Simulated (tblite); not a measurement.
Compound: C5H6F3PSe.
Numbering: `[CH2:1]=[CH:2][P@@:3]1(=[Se:4])[CH2:5][C@@H:6]1[C:7]([F:8])([F:9])[F:10]` (hydrogens: H11, H12 on C1; H13 on C2; H14, H15 on C5; H16 on C6)

Computed with GFN2-xTB (tblite), gas phase: L-BFGS steps from a force-field or distance-geometry start until the largest atomic force falls under 0.01 eV/Å.

Step 24: E = -914.7847 eV
```
atom  x, y, z in Å  |  force x, y, z in eV/Å
C1     -2.5226    0.0787   -0.6024   -0.032   0.001   0.008
C2     -2.0194   -0.1041    0.6075   -0.032   0.008  -0.044
P3     -0.2792   -0.3974    1.0325   -0.031  -0.011  -0.052
Se4     0.3068   -0.4841    3.0241    0.010   0.000   0.038
C5      0.5664   -1.2182   -0.3717    0.010   0.022  -0.025
C6      0.7170    0.3118   -0.3484    0.062   0.023  -0.070
C7      2.0769    0.8809   -0.0871    0.055   0.003   0.020
F8      2.8774    0.0573    0.5908   -0.021  -0.037   0.062
F9      2.7203    1.1671   -1.2392   -0.020  -0.017  -0.011
F10     2.0276    2.0323    0.5979   -0.049   0.005   0.009
H11    -1.9398    0.0720   -1.5101    0.032  -0.026   0.084
H12    -3.5802    0.2487   -0.7280    0.008  -0.004  -0.026
H13    -2.6550   -0.0895    1.4852    0.081  -0.002   0.023
H14     1.4588   -1.7803   -0.1208   -0.006   0.008  -0.006
H15     0.0150   -1.6340   -1.2046   -0.030  -0.009   0.024
H16     0.2224    0.8674   -1.1370   -0.038   0.037  -0.033
```

Step 25: E = -914.7860 eV
```
atom  x, y, z in Å  |  force x, y, z in eV/Å
C1     -2.5205    0.0767   -0.6008   -0.042   0.008   0.000
C2     -2.0207   -0.1060    0.6102   -0.006   0.003  -0.034
P3     -0.2798   -0.3993    1.0309    0.002   0.011  -0.023
Se4     0.3113   -0.4778    3.0220    0.001  -0.003   0.023
C5      0.5651   -1.2189   -0.3725    0.041   0.060  -0.068
C6      0.7154    0.3134   -0.3509    0.037  -0.015  -0.073
C7      2.0757    0.8807   -0.0855    0.010  -0.010   0.025
F8      2.8700    0.0555    0.5976   -0.005  -0.029   0.053
F9      2.7233    1.1641   -1.2356   -0.011  -0.014   0.001
F10     2.0241    2.0323    0.5990   -0.035   0.008   0.001
H11    -1.9375    0.0668   -1.5080    0.049  -0.028   0.082
H12    -3.5758    0.2518   -0.7301   -0.033  -0.004  -0.022
H13    -2.6535   -0.0888    1.4900    0.075   0.001   0.003
H14     1.4613   -1.7792   -0.1287   -0.036   0.010  -0.002
H15     0.0112   -1.6304   -1.2063   -0.023  -0.021   0.035
H16     0.2229    0.8681   -1.1428   -0.023   0.022  -0.003
```

Step 26: E = -914.7873 eV
```
atom  x, y, z in Å  |  force x, y, z in eV/Å
C1     -2.5194    0.0749   -0.5992   -0.043   0.012  -0.005
C2     -2.0220   -0.1077    0.6122    0.026  -0.002  -0.012
P3     -0.2803   -0.4008    1.0287    0.043   0.033   0.006
Se4     0.3154   -0.4722    3.0204   -0.011  -0.004  -0.006
C5      0.5646   -1.2184   -0.3746    0.054   0.077  -0.092
C6      0.7146    0.3147   -0.3548   -0.002  -0.040  -0.053
C7      2.0748    0.8803   -0.0835   -0.037  -0.020   0.021
F8      2.8627    0.0533    0.6052    0.003  -0.009   0.036
F9      2.7261    1.1609   -1.2321    0.008  -0.011   0.019
F10     2.0200    2.0324    0.6001   -0.018   0.004  -0.009
H11    -1.9343    0.0612   -1.5041    0.061  -0.027   0.063
H12    -3.5724    0.2546   -0.7327   -0.071  -0.003  -0.018
H13    -2.6506   -0.0882    1.4949    0.060   0.004  -0.009
H14     1.4631   -1.7779   -0.1361   -0.052   0.009   0.002
H15     0.0072   -1.6275   -1.2072   -0.018  -0.031   0.033
H16     0.2229    0.8691   -1.1487   -0.002   0.010   0.024
```

Step 27: E = -914.7888 eV
```
atom  x, y, z in Å  |  force x, y, z in eV/Å
C1     -2.5191    0.0731   -0.5974   -0.035   0.011  -0.006
C2     -2.0230   -0.1097    0.6139    0.056  -0.004   0.011
P3     -0.2801   -0.4020    1.0261    0.079   0.049   0.025
Se4     0.3203   -0.4654    3.0185   -0.024  -0.006  -0.038
C5      0.5649   -1.2167   -0.3788    0.044   0.065  -0.090
C6      0.7139    0.3157   -0.3601   -0.040  -0.040  -0.015
C7      2.0734    0.8794   -0.0808   -0.070  -0.025   0.009
F8      2.8542    0.0509    0.6147    0.004   0.016   0.012
F9      2.7293    1.1569   -1.2275    0.031  -0.008   0.040
F10     2.0147    2.0324    0.6011   -0.002  -0.004  -0.017
H11    -1.9294    0.0542   -1.4986    0.062  -0.023   0.034
H12    -3.5698    0.2578   -0.7361   -0.093  -0.005  -0.011
H13    -2.6455   -0.0874    1.5004    0.036   0.008  -0.016
H14     1.4642   -1.7764   -0.1446   -0.052   0.005   0.003
H15     0.0020   -1.6248   -1.2077   -0.016  -0.042   0.018
H16     0.2227    0.8709   -1.1545    0.018   0.002   0.041
```

Problem. Estimate the geometry and energy of step 28. (The exact step hangs on the optimiser's Hessian estimate; all steps are aligned on step 27, rigid shifts and turns removed.)

Solution. E = -914.7903 eV, largest force 0.106 eV/Å
```
atom  x, y, z in Å  |  force x, y, z in eV/Å
C1     -2.5195    0.0713   -0.5958   -0.017   0.007  -0.001
C2     -2.0230   -0.1118    0.6152    0.068   0.002   0.024
P3     -0.2786   -0.4028    1.0235    0.089   0.052   0.024
Se4     0.3258   -0.4578    3.0160   -0.030  -0.008  -0.054
C5      0.5658   -1.2139   -0.3850    0.010   0.024  -0.059
C6      0.7128    0.3161   -0.3660   -0.057  -0.013   0.026
C7      2.0707    0.8779   -0.0777   -0.068  -0.018  -0.005
F8      2.8452    0.0489    0.6253   -0.003   0.034  -0.011
F9      2.7331    1.1522   -1.2216    0.049  -0.007   0.054
F10     2.0088    2.0322    0.6019    0.004  -0.009  -0.021
H11    -1.9235    0.0463   -1.4923    0.045  -0.016   0.009
H12    -3.5688    0.2611   -0.7402   -0.080  -0.013   0.002
H13    -2.6389   -0.0863    1.5059    0.011   0.011  -0.020
H14     1.4643   -1.7750   -0.1538   -0.035  -0.002   0.001
H15    -0.0041   -1.6229   -1.2079   -0.014  -0.049  -0.006
H16     0.2222    0.8735   -1.1592    0.028   0.003   0.040
```

The energy changes by -0.0016 eV. The first-order estimate −F·Δx gives -0.0022 eV and the mean of the old and new forces, exact on a quadratic surface, -0.0016 eV. The step makes an angle of 74° with the force vector and moves no atom by more than 0.014 Å.

What follows is the cost of the whole relaxation. The run took 0.62 s wall on one thread of an Arm Neoverse V2, no GPU, on a shared host.
